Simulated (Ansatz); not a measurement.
```yaml
crystal:
  periodic: [true, true, true]
  atoms:
    - {symbol: C, position_ang: [-0.887762, 2.554974, 0.066859]}
    - {symbol: Si, position_ang: [-0.913938, 0.728549, -0.361569]}
    - {symbol: Si, position_ang: [0.954029, -0.413896, 0.464792]}
    - {symbol: Si, position_ang: [0.860731, -2.679087, -0.106473]}
    - {symbol: H, position_ang: [-0.873118, 2.697935, 1.149389]}
    - {symbol: H, position_ang: [-1.771925, 3.057004, -0.332665]}
    - {symbol: H, position_ang: [-0.002034, 3.037513, -0.351668]}
    - {symbol: H, position_ang: [-0.953022, 0.546146, -1.840655]}
    - {symbol: H, position_ang: [-2.136710, 0.084854, 0.197876]}
    - {symbol: H, position_ang: [2.203382, 0.182309, -0.091417]}
    - {symbol: H, position_ang: [1.015328, -0.283446, 1.949689]}
    - {symbol: H, position_ang: [2.040919, -3.422526, 0.411917]}
    - {symbol: H, position_ang: [-0.370819, -3.293292, 0.459394]}
    - {symbol: H, position_ang: [0.822039, -2.826336, -1.586672]}
basis:
  gaussian: {orbitals: pcseg-2}
hamiltonian: {xc: {name: wB97M-V}}
output: {forces: true}
```

```sh
$ ansatz run in.yaml --threads 4 --pin off --events-out ev --progress --plain --max-ram 10444MiB
```

Shortened log:

```
Error: YAML parse error: error: line 2 column 3: crystal: missing field `lattice` (a structure is typed as `lattice` and `atoms`, a molecule's as `atoms` in Å alone, or read from a run's directory, `checkpoint`)
 --> <input>:2:3
1 | crystal:
2 |   periodic: [true, true, true]
3 |   atoms:
4 |     - {symbol: C, position_ang: [-0.887762, 2.554974, 0.066859]}
```

Question: Something in this input is off. What?

Answer: The molecule is marked periodic without a cell. The program refused the input.
